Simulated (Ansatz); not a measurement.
`O[SiH2]/C=C/[SeH]` and `O[SiH2]/C=C\[SiH](O)O` differ in one atom or group (the configuration at the double bond changes too).

Ansatz, PBE0-D4/def2-TZVP geometries, multiplicity 1. Each molecule was computed in one conformer, which needn't be the lowest.

Scalar relativity is left out up to krypton.

| property | `O[SiH2]/C=C/[SeH]` |
| --- | --- |
| LUMO energy (ωB97M-V/def2-TZVPP) / eV | 1.24 |
| HOMO energy (ωB97M-V/def2-TZVPP) / eV | -8.66 |
| HOMO energy (PBE/def2-TZVPP) / eV | -5.57 |
| HOMO–LUMO gap (PBE/def2-TZVPP) / eV | 3.95 |
| HOMO–LUMO gap (ωB97M-V/def2-TZVPP) / eV | 9.90 |
| size of the dipole moment (PBE/def2-TZVPP) / D | 0.83 |

**Question.** Give the same properties after the change, and the shifts. (Best estimate.)

**Answer.** Ansatz gave: 
```tsv
property	`O[SiH2]/C=C\[SiH](O)O`	shift
LUMO energy (ωB97M-V/def2-TZVPP) / eV	0.93	-0.31
HOMO energy (ωB97M-V/def2-TZVPP) / eV	-10.11	-1.45
HOMO energy (PBE/def2-TZVPP) / eV	-6.63	-1.06
HOMO–LUMO gap (PBE/def2-TZVPP) / eV	4.59	0.64
HOMO–LUMO gap (ωB97M-V/def2-TZVPP) / eV	11.04	1.14
size of the dipole moment (PBE/def2-TZVPP) / D	2.77	1.94
```

With PBE0 the HOMO falls by 1.32 eV and the LUMO falls by 0.39 eV, so the gap widens by about 0.93 eV. PBE moves the HOMO by -1.06 eV and ωB97M-V by -1.45 eV. Dipoles are sizes alone; their direction can turn.

Spin–orbit coupling is left out; it splits and shifts lone-pair levels of the heavy atoms by tenths of an eV.
